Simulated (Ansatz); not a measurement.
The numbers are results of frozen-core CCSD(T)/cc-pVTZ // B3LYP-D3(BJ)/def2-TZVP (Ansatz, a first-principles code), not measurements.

Ansatz 0.2 input:
```yaml
crystal:
  periodic: [false, false, false]
  atoms:
    - { symbol: C, position_ang: [0.677315, 0.992413, 0.001647] }
    - { symbol: Si, position_ang: [0.99939, -0.506253, -1.081066] }
    - { symbol: C, position_ang: [-0.703594, -0.753462, -0.047699] }
    - { symbol: N, position_ang: [-0.550005, 0.639261, 0.355514] }
    - { symbol: H, position_ang: [1.032774, 1.992168, 0.232703] }
    - { symbol: H, position_ang: [2.07939, -1.261807, -0.346659] }
    - { symbol: H, position_ang: [-0.58028, -1.419746, 0.80534] }
    - { symbol: H, position_ang: [-1.651595, -0.946216, -0.547927] }
    - { symbol: H, position_ang: [-1.303393, 1.263644, 0.628148] }
basis:
  gaussian: { orbitals: cc-pVTZ }
correlation:
  method: ccsd_t
```

Output:

```
Functional definition: HF
1115 factors; integrals over basis functions are off by at most 1.0e-3 eV
mean field evaluation 1: about -11479.8511 eV, gradient 2.8e1 eV
mean field evaluation 2: about -11480.1408 eV, gradient 2.8e1 eV
mean field evaluation 4: about -11482.6543 eV, gradient 4.4e0 eV
mean field evaluation 8: about -11482.7594 eV, gradient 6.7e-1 eV
mean field evaluation 16: about -11482.7668 eV, gradient 2.5e-6 eV
mean field -11482.76678649 eV, -421.9838961047 hartree, gradient 2.5e-6 eV, S^2 0.000000; 0 other end points of the search recorded, 0 dependent functions left out
8 core orbitals not correlated
reference -11482.76678649 eV, -421.9838961047 hartree; 11, 11 occupied and 175, 175 virtual orbitals, 1115 factors
second order -17.74690752 eV of doubles, -0.00000000 eV of singles
cycle   1  -18.00953785 eV  change   -2.6e-1 eV  update   1.2e-1
cycle   2  -18.54619500 eV  change   -5.4e-1 eV  update   4.0e-2
cycle   3  -18.69864019 eV  change   -1.5e-1 eV  update   3.0e-2
cycle   4  -18.68335643 eV  change    1.5e-2 eV  update   1.3e-2
cycle   5  -18.68027111 eV  change    3.1e-3 eV  update   8.5e-3
cycle   6  -18.68378189 eV  change   -3.5e-3 eV  update   3.6e-3
cycle   7  -18.68284149 eV  change    9.4e-4 eV  update   1.8e-3
cycle   8  -18.68301149 eV  change   -1.7e-4 eV  update   6.5e-4
cycle   9  -18.68331527 eV  change   -3.0e-4 eV  update   2.4e-4
cycle  10  -18.68322280 eV  change    9.2e-5 eV  update   7.9e-5
cycle  11  -18.68325302 eV  change   -3.0e-5 eV  update   3.3e-5
cycle  12  -18.68328014 eV  change   -2.7e-5 eV  update   1.1e-5
cycle  13  -18.68328139 eV  change   -1.3e-6 eV  update   5.7e-6
perturbative correction -0.93955251 eV, -0.0345279180 hartree
Total energy: -11502.38962040 eV, -422.7050219499 hartree
```

Cost: around 80 core-seconds (rough).
